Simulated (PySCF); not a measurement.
Al(F)(OMe)(SH) (CH4AlFOS), SMILES [O](C)[Al]([F])[SH]. The structure is a stationary point at PBE-D3(BJ)/def2-SVP. The structure was generated by enumeration; whether it is a known compound was not checked. Other conformers were not sampled.

Computed equilibrium geometry at PBE-D3(BJ)/def2-SVP (PySCF confirms it by a frequency run) as a Z-matrix, and its point group (one conformer of several):
point group Cs.
```
O
C 1 1.4028
H 2 1.1130 1 110.40
H 2 1.1130 3 107.31 1 -120.36
H 2 1.1140 3 107.68 4 -115.67
Al 1 1.6930 2 139.97 3 120.75
F 6 1.6767 1 122.32 2 0.00
S 6 2.1773 7 119.68 1 180.00
H 8 1.3640 6 91.69 7 0.00
```
Charge 0, spin multiplicity 1.
